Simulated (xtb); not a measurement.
F₄Ti, charge -1, doublet, at a GFN2-xTB geometry of the parent state (such geometries of metal compounds can be far from the true shape) (the multiplicity is a formal guess); xtb with GFN1-xTB.

Here is a job for xtb.
```
$ xtb mol.xyz --gfn 1 --chrg -1 --uhf 1 --json

# file mol.xyz
5

Ti    -0.00000000    -0.00000000    -0.00000000
F      1.25633748     0.24806843    -1.23212847
F      1.13924286    -0.58019840     1.23432488
F     -1.27182203    -0.37572621    -1.18294586
F     -1.12375831     0.70785618     1.18074945
```

What the program printed (banner, timings and long lists left out):

```
   ID    Z sym.   atoms
    1   22 Ti     1
    2    9 F      2-5

           -------------------------------------------------
          |                Calculation Setup                |
           -------------------------------------------------

           -------------------------------------------------
          |                 G F N 1 - x T B                 |
           -------------------------------------------------

          ...................................................
          :                      SETUP                      :
          :.................................................:
          :  # basis functions                  26          :
          :  # atomic orbitals                  25          :
          :  # shells                           11          :
          :  # electrons                        33          :
          :  # halogen bonds                     0          :
          :  max. iterations                   250          :
          :  Hamiltonian                  GFN1-xTB          :
          :  restarted?                      false          :
          :  GBSA solvation                  false          :
          :  PC potential                    false          :
          :  electronic temp.          300.0000000     K    :
          :  accuracy                    1.0000000          :
          :  -> integral cutoff          0.2500000E+02      :
          :  -> integral neglect         0.1000000E-07      :
          :  -> SCF convergence          0.1000000E-05 Eh   :
          :  -> wf. convergence          0.2000000E-04 e    :
          :  Broyden damping             0.4000000          :
          :  net charge                         -1          :
          :  unpaired electrons                  1          :
          ...................................................

 iter      E             dE          RMSdq      gap      omega  full diag
   1    -20.8893489 -0.208893E+02  0.263E+01    0.90       0.0  T
   2    -20.2649968  0.624352E+00  0.154E+01    0.19       1.0  T
   3    -21.3675059 -0.110251E+01  0.104E+01    0.51       1.0  T
   4    -22.2481868 -0.880681E+00  0.387E+00    0.87       1.0  T
   5    -31.0696312 -0.882144E+01  0.425E+01    0.56       1.0  T
   6    -18.1344412  0.129352E+02  0.266E+01    0.99       1.0  T
   7    -21.4085490 -0.327411E+01  0.787E+00    1.00       1.0  T
   8    -21.6269133 -0.218364E+00  0.786E+00    0.59       1.0  T
   9    -22.2848227 -0.657909E+00  0.250E+00    0.84       1.0  T
  10    -22.2803035  0.451911E-02  0.127E+00    0.83       1.0  T
  11    -22.1700139  0.110290E+00  0.286E+00    0.85       1.0  T
  12    -22.1957874 -0.257735E-01  0.269E+00    0.84       1.0  T
  13    -22.2211224 -0.253350E-01  0.239E+00    0.83       1.0  T
  14    -22.2762401 -0.551178E-01  0.132E+00    0.81       1.0  T
  15    -22.2971800 -0.209399E-01  0.357E-01    0.79       1.0  T
  16    -22.2982547 -0.107467E-02  0.104E-01    0.79       1.0  T
  17    -22.2983408 -0.861160E-04  0.158E-02    0.78       2.8  T
  18    -22.2983411 -0.247438E-06  0.256E-03    0.78      17.5  T
  19    -22.2983412 -0.110027E-06  0.128E-03    0.78      35.0  T
  20    -22.2983412 -0.266254E-07  0.376E-05    0.78    1190.6  T
  21    -22.2983412 -0.810019E-12  0.117E-06    0.78   38156.7  T

   *** convergence criteria satisfied after 21 iterations ***

         :::::::::::::::::::::::::::::::::::::::::::::::::::::
         ::                     SUMMARY                     ::
         :::::::::::::::::::::::::::::::::::::::::::::::::::::
         :: total energy             -22.279438631705 Eh    ::
         :: gradient norm              0.018311080660 Eh/a0 ::
         :: HOMO-LUMO gap              0.784455545953 eV    ::
         ::.................................................::
         :: SCC energy               -22.298341192955 Eh    ::
         :: -> electrostatic           0.268774213828 Eh    ::
         :: repulsion energy           0.019821466257 Eh    ::
         :: dispersion energy         -0.000918905007 Eh    ::
         :: halogen bond corr.         0.000000000000 Eh    ::
         :: add. restraining           0.000000000000 Eh    ::
         :: total charge              -1.000000000003 e     ::
         :::::::::::::::::::::::::::::::::::::::::::::::::::::

           -------------------------------------------------
          |                Property Printout                |
           -------------------------------------------------

    * Orbital Energies and Occupations

         #    Occupation            Energy/Eh            Energy/eV
      -------------------------------------------------------------
         1        2.0000           -0.6966911             -18.9579
       ...           ...                  ...                  ...
         5        2.0000           -0.3572886              -9.7223
         6        2.0000           -0.3290702              -8.9545
         7        2.0000           -0.3205435              -8.7224
         8        2.0000           -0.3205435              -8.7224
         9        2.0000           -0.3195418              -8.6952
        10        2.0000           -0.3125107              -8.5038
        11        2.0000           -0.3125107              -8.5038
        12        2.0000           -0.3104675              -8.4483
        13        2.0000           -0.3097100              -8.4276
        14        2.0000           -0.3046753              -8.2906
        15        2.0000           -0.3046753              -8.2906
        16        2.0000           -0.3032832              -8.2528
        17        1.0000           -0.1643794              -4.4730 (HOMO)
        18        0.0000           -0.1355512              -3.6885 (LUMO)
        19        0.0000           -0.1355512              -3.6885
        20                         -0.1317468              -3.5850
        21                         -0.0574333              -1.5628
        22                          0.0682402               1.8569
        23                          0.2527419               6.8775
        24                          0.2821261               7.6770
        25                          0.2821261               7.6770
      -------------------------------------------------------------
                  HL-Gap            0.0288282 Eh            0.7845 eV
             Fermi-level           -0.1920651 Eh           -5.2264 eV

  Mulliken/CM5 charges         n(s)   n(p)   n(d)
     1Ti    0.72259  1.25491   0.884  0.898  1.495
     2F    -0.43065 -0.56373   1.751  5.680  0.000
     3F    -0.43065 -0.56373   1.751  5.680  0.000
     4F    -0.43065 -0.56373   1.751  5.680  0.000
     5F    -0.43065 -0.56373   1.751  5.680  0.000

Wiberg/Mayer (AO) data.
largest (>0.10) Wiberg bond orders for each atom

 ---------------------------------------------------------------------------
     #   Z sym  total        # sym  WBO       # sym  WBO       # sym  WBO
 ---------------------------------------------------------------------------
     1  22 Ti   3.554 --     4 F    0.889     5 F    0.889     2 F    0.889
                             3 F    0.889
     2   9 F    1.002 --     1 Ti   0.889
     3   9 F    1.002 --     1 Ti   0.889
     4   9 F    1.002 --     1 Ti   0.889
     5   9 F    1.002 --     1 Ti   0.889
 ---------------------------------------------------------------------------

Topologies differ in total number of bonds
Writing topology from bond orders to xtbtopo.mol

 dipole moment from electron density (au)
     X       Y       Z
  -0.0000   0.0000  -0.0000  total (Debye):    0.000

           -------------------------------------------------
          | TOTAL ENERGY              -22.279438631705 Eh   |
          | GRADIENT NORM               0.018311080660 Eh/α |
          | HOMO-LUMO GAP               0.784455545953 eV   |
           -------------------------------------------------

normal termination of xtb
```
